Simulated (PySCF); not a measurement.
# Excitation energy of C by level of theory

C [He] 2s2 2p2 (3P) → C [He] 2s1 2p3 (5S), as a difference of total energies. Calculation: PySCF 2.14, in x2c-QZVPPall with one added diffuse shell each of s, p, d, f type (8s5p4d3f1g, 73 functions); the spin-free X2C one-electron Hamiltonian (Gaussian nucleus). Correlated levels: valence: 1s2 frozen; valence and next inner shell: nothing frozen. The calculations carry no spin-orbit coupling.

```tsv
method	excitation energy (eV)	error (eV)
UHF	2.584	-1.595
LDA	4.075	-0.104
PBE	4.129	-0.050
PBE0	4.024	-0.155
r2SCAN	3.622	-0.557
MN15	4.244	+0.065
LC-wPBE	4.010	-0.169
B3LYP	4.690	+0.511
M06-L	3.979	-0.200
MP2 (valence)	3.762	-0.417
SCS-MP2 (valence)	4.353	+0.174
MP2 (valence and next inner shell)	3.750	-0.429
SCS-MP2 (valence and next inner shell)	4.343	+0.164
```

Reference: 4.179 eV (measured; NIST levels, between the centres of gravity of the two terms).

Errors of the correlated levels include the incompleteness of this basis and the frozen core.
